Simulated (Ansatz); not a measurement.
The cluster GeSe2⁻. Charge -1, multiplicity 2. Geometry r2SCAN-D4/def2-TZVP, that of the neutral singlet; atoms count from 1.

```
atom   x (Å)   y (Å)   z (Å)
 Ge1  -0.920  -0.848   0.482
 Se2   0.636   0.869   0.878
 Se3   0.284  -0.020  -1.359
```

The highest occupied level of the charge -1 doublet lies above zero (up to 0.62 eV). By energy differences its removal costs 1.14 eV (vertical, to the charge 0 singlet, at PBE0-D4/def2-TZVPD); a positive level beside a positive removal energy at the same level points to self-interaction error. The structure comes from a short search, and lower isomers may exist.

**Question.** Estimate the Mulliken populations from the PBE0/def2-TZVPD orbitals of Ansatz.

**Answer.** 
| atom | charge (e) | spin (α − β) |
| --- | --- | --- |
| Ge1 | -0.21 | 0.92 |
| Se2 | -0.40 | 0.04 |
| Se3 | -0.40 | 0.04 |
Mulliken values and Mayer orders depend strongly on the basis. With diffuse functions, as here, like atoms can get unlike values, and bond orders can come out too low or too high.

**Question.** Where does the spin sit?

**Answer.** Summed by element: Ge 0.92, Se 0.08, of 1 unpaired in all. Largest on single atoms: Ge1 0.92, Se3 0.04, Se2 0.04.

**Question.** And the Mayer bond orders between bonded heavy atoms (over 0.3)?

**Answer.** Ge1–Se2 0.91 (2.35 Å); Ge1–Se3 0.91 (2.35 Å); Se2–Se3 0.92 (2.43 Å).
